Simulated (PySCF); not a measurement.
A run for PySCF: R-M06-2X/6-31G* on CH4O3 (a complex), monomers drawn apart or pushed together.

```python
from pyscf import gto, scf, dft, mp
from pyscf.data.elements import chemcore

mol = gto.M(
    atom='''
    O     0.68714879    0.14477863    0.20756427
    H     0.35833907   -0.31763342   -0.57005566
    H    -0.07470795    0.59903684    0.61143557
    O    -1.28626133    0.59056233    3.78865814
    C    -0.63260923   -0.14420787    4.49343076
    O     0.40639755   -0.86866537    4.10782092
    H    -0.83950202   -0.29232219    5.56065126
    H     0.56166843   -0.70911517    3.13983403
    ''',
    basis='6-31g*',
    cart=True,
    charge=0, spin=0, verbose=3, max_memory=1800)
mf = dft.RKS(mol, xc='m062x')
mf.conv_tol = 1e-8
mf.max_cycle = 100
mf.kernel()
if not mf.converged:
    mf = mf.newton().run(mf.mo_coeff, mf.mo_occ)
```

Program output:

```
converged SCF energy = -266.055865141619
```

Self-consistency was reached.

Cost: about 5 core-seconds (a rough figure).
